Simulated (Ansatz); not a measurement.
Ansatz (a program for electronic structure) input (CAM-B3LYP/def2-TZVPD):

Ansatz 0.2 input:
```yaml
crystal:
  periodic: [false, false, false]
  atoms:
    - {symbol: Si, position_ang: [-0.00904443, -0.00250674, -0.10409137]}
    - {symbol: C, position_ang: [-0.17012144, -0.04715059, -1.95790999]}
    - {symbol: O, position_ang: [-1.28577826, -0.72757959, 0.61361125]}
    - {symbol: C, position_ang: [-2.62445255, -0.26582540, 0.57124584]}
    - {symbol: O, position_ang: [0.06520756, 1.53615009, 0.44170965]}
    - {symbol: C, position_ang: [1.11462267, 2.45145253, 0.18092241]}
    - {symbol: O, position_ang: [1.34581204, -0.77385882, 0.38606868]}
    - {symbol: C, position_ang: [1.59691676, -2.16149027, 0.25010558]}
    - {symbol: H, position_ang: [-1.09095799, 0.43988524, -2.28579137]}
    - {symbol: H, position_ang: [-0.18781219, -1.07453681, -2.32779462]}
    - {symbol: H, position_ang: [0.66597152, 0.46480927, -2.43904998]}
    - {symbol: H, position_ang: [-3.00953097, -0.25004925, -0.45351366]}
    - {symbol: H, position_ang: [-3.23774774, -0.94796155, 1.15997053]}
    - {symbol: H, position_ang: [-2.70658877, 0.73850281, 0.99416049]}
    - {symbol: H, position_ang: [2.07004574, 2.06759288, 0.54711473]}
    - {symbol: H, position_ang: [0.88778007, 3.38422255, 0.69717816]}
    - {symbol: H, position_ang: [1.20529447, 2.66100055, -0.88984113]}
    - {symbol: H, position_ang: [1.61780238, -2.46262308, -0.80229602]}
    - {symbol: H, position_ang: [2.57125246, -2.37493006, 0.68959492]}
    - {symbol: H, position_ang: [0.83738963, -2.75042936, 0.77024748]}
basis:
  gaussian:
    orbitals: def2-TZVPD
hamiltonian:
  xc: {name: CAM-B3LYP}
magnetization: {spin_polarized: true, initial_magnetization: 2}
```

End of the output:

```
integrals: 0.91 GiB planned
2144 factors; their error is unknown
integrals: 0.96 GiB planned
960 factors; integrals over basis functions are off by at most 5.6e-6 eV
0.62 GiB of the device are held for the grids
5.05 GiB of device memory are held for the factors and their scratch space
mean field: 5.21 GiB planned
mean field evaluation 1: about -18345.2177 eV, gradient 5.8e1 eV
mean field evaluation 2: about -18342.0999 eV, gradient 6.9e1 eV
mean field evaluation 4: about -18359.0190 eV, gradient 3.8e0 eV
mean field evaluation 8: about -18359.2116 eV, gradient 3.5e-1 eV
mean field evaluation 16: about -18359.1803 eV, gradient 1.2e-2 eV
mean field evaluation 32: about -18359.1803 eV, gradient 4.0e-4 eV
mean field -18359.18033283 eV, -674.6874329323 hartree, gradient 1.5e-5 eV, S^2 2.007575; 6 other end points of the search recorded, 0 dependent functions left out
reference -18359.18050598 eV, -674.6874392954 hartree; 38, 36 occupied and 381, 383 virtual orbitals, 2144 factors
Total energy: -18359.18050598 eV, -674.6874392954 hartree
```

This state (charge 0, triplet) is run at the relaxed geometry of the species with charge 0 and multiplicity 1, and is a spin state other than that species' own.
